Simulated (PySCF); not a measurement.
# Which determinant of CaH⁺ lies lowest?

Unrestricted PBE0; PySCF, no relativity, basis sets Ca aug-pcseg-1, H aug-pcseg-1. Outer shells of the fragments: Ca+ 4s1; H 1s1.

Followed along the bond (rough minima from three points):

| 2Ms+1 | unpaired | ⟨S²⟩ at the start | R at minimum (Å) | Te (eV) |
| --- | --- | --- | --- | --- |
| 1 | none | 0.00 | 1.87 | 0.00 |
| 3 | σ ↑↑ | 2.00 | none in the scan | ≤ 2.62 |

Solutions found at the starting distance of 2.010 Å, counted from the lowest of them; the search is not exhaustive and high or unbound solutions are not listed, so other states can lie among these:

```json
{"2Ms+1": "1", "unpaired": "none", "term": "¹Σ⁺", "E (eV)": "0.00", "⟨S²⟩": "0.00", "⟨Lz²⟩": "0.00", "μ (D)": "-4.99"}
{"2Ms+1": "3", "unpaired": "σ ↑↑", "term": "³Σ⁺", "E (eV)": "2.75", "⟨S²⟩": "2.00", "⟨Lz²⟩": "0.00", "μ (D)": "1.07"}
{"2Ms+1": "3", "unpaired": "σ ↑, π ↑", "term": "³Π", "E (eV)": "3.56", "⟨S²⟩": "2.00", "⟨Lz²⟩": "1.00", "μ (D)": "-1.02"}
{"2Ms+1": "3", "unpaired": "σ ↑, δ ↑", "term": "³Δ", "E (eV)": "3.87", "⟨S²⟩": "2.00", "⟨Lz²⟩": "4.00", "μ (D)": "0.22"}
{"2Ms+1": "1", "unpaired": "σ ↑, δ ↓", "term": "mixed", "E (eV)": "3.89", "⟨S²⟩": "1.00", "⟨Lz²⟩": "4.00", "μ (D)": "0.20"}
```

A term symbol is given only where ⟨S²⟩ and ⟨Lz²⟩ are close to those of a pure state; real π, δ and φ orbitals otherwise mix terms. A positive dipole points towards H; it is taken about the centre of mass and depends on that origin.

Counting both spins, an empty level lies below a filled one in some of these solutions, because spin and occupation are held.
